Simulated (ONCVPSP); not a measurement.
**Plane-wave convergence, ONCV potential for strontium**

* Element: Sr
* Generator: ONCVPSP 4.0.1
* Type: optimised norm-conserving Vanderbilt (ONCV)
* Functional: Wu-Cohen
* Relativity: scalar-relativistic
* Frozen core: [Ar] 3d10
* Valence charge: 10
* Reference configuration: 4s2 4p6 5s1 5p1
* Partial waves: 4s+5s: rc 2.20 bohr, ncon 3, nbas 7, qcut 4.1 1/bohr, 2 projectors; 4p+5p: rc 2.15 bohr, ncon 5, nbas 9, qcut 7.5 1/bohr, 2 projectors; d scattering state at 0.24 Ha: rc 2.40 bohr, ncon 4, nbas 7, qcut 4.1 1/bohr, 2 projectors, debl 0.9 Ha
* Local potential: polynomial inside 1.40 bohr (lpopt 4, dvloc0 0 Ha)
* Core correction: none

In the d channel the program set the typed energies aside and used 0.050, 0.950 Ha.

Problem. For each optimised wave give the share of its norm inside rc, the residual kinetic energy above qcut (Ha) and the cutoffs (Ha) for errors of 10, 1, 0.1 and 0.01 mHa per electron.

Solution.

| wave | norm inside rc | residual KE | 10 mHa | 1 mHa | 0.1 mHa | 0.01 mHa |
| --- | --- | --- | --- | --- | --- | --- |
| 4s | 0.946 | 5.2e-05 | 2.7 | 4.0 | 7.5 | 29.6 |
| 5s | 0.055 | 7.8e-05 | 2.2 | 4.0 | 8.2 | 23.5 |
| 4p | 0.852 | 2.0e-07 | 5.8 | 15.6 | 20.0 | 23.4 |
| 5p | 0.027 | 1.3e-08 | 3.5 | 5.9 | 15.7 | 20.3 |
| d projector 1 | 0.098 | 3.1e-04 | 4.7 | 7.1 | 13.8 | 28.0 |
| d projector 2 | 0.127 | 3.0e-03 | 7.1 | 9.4 | 17.2 | 29.6 |

The occupied waves need 16 Ha and 20 Ha for 1 and 0.1 mHa.
